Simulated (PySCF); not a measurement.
Potential energy curve for SMILES [AlH3]. The Al1–H4 bond (Al1 also carries H, H; H4 carries nothing else) is varied alone, starting from the PBE0/def2-TZVP optimised geometry.

UMP2 = MP2 on UHF/cc-pVDZ, 5 core orbitals frozen run with PySCF; UCCSD(T) = CCSD(T) on UHF/cc-pVDZ, 5 core orbitals frozen (PySCF).

Energies relative to the lowest point of each curve near equilibrium, in kcal/mol:

| R / Å | UMP2 |
|---|---|
| 1.35 | 12.0 |
| 1.43 | 4.6 |
| 1.52 | 0.7 |
| 1.59 | 0.0 |
| 1.70 | 1.8 |
| 1.74 | 3.2 |
| 2.15 | 26.9 |
| 2.39 | 46.2 |
| 3.20 | 76.3 |
| 3.49 | 78.4 |
| 3.86 | 79.5 |
| 5.55 | 80.2 |

Estimate the UCCSD(T) values at these points.

1.35: 12.1; 1.43: 4.8; 1.52: 0.8; 1.59: 0.0; 1.70: 1.7; 1.74: 2.9; 2.15: 25.0; 2.39: 39.5; 3.20: 73.8; 3.49: 79.3; 3.86: 82.2; 5.55: 83.3 (kcal/mol).

The unrestricted determinant behind UMP2, UCCSD(T) is spin-contaminated at 2.39 to 5.55 Å (<S²> up to 1.0, against 0.00 for a pure singlet).
